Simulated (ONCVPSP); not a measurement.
**An all-electron radial function and its pseudo partner (sulfur (S))**

Columns: radius, all-electron u(r) and pseudo u(r) of the 2s shell (level -211.24 eV) of sulfur in the configuration [He] 2s2 2p6 3s2 3p4; PBEsol, scalar-relativistic, ONCV scheme, ONCVPSP 4.0.1.

```
r (bohr)  all-electron  pseudo
   0.045       -0.6967  0.2584
   0.090       -0.4717  0.5079
   0.135        0.0332  0.7399
   0.180        0.5414  0.9460
   0.225        0.9515  1.1199
   0.270        1.2393  1.2560
   0.315        1.4130  1.3512
   0.360        1.4932  1.4044
   0.405        1.5022  1.4171
   0.450        1.4608  1.3936
   0.495        1.3853  1.3393
   0.540        1.2889  1.2613
   0.585        1.1815  1.1673
   0.630        1.0702  1.0641
   0.675        0.9600  0.9579
   0.720        0.8542  0.8536
   0.765        0.7551  0.7548
   0.810        0.6636  0.6634
   0.855        0.5804  0.5802
   0.900        0.5056  0.5054
   0.945        0.4390  0.4388
   0.990        0.3800  0.3799
   1.035        0.3281  0.3279
   1.080        0.2826  0.2825
   1.125        0.2429  0.2428
   1.170        0.2084  0.2083
```

Question: How many radial nodes do the two functions have?

Answer: The all-electron 2s function has n − l − 1 = 1; the pseudo-wave has 0, since the states of the same l below it are removed with the core.

Question: At about which radius was the pseudo-wave matched?

Answer: 0.80 bohr, where the columns begin to agree (steps of 0.04 bohr).

Question: Is the pseudo-wave norm-conserving?

Answer: Yes: the ONCV scheme keeps the norm inside the radius equal to the all-electron one, which fixes the energy derivative of the logarithmic derivative at the level.
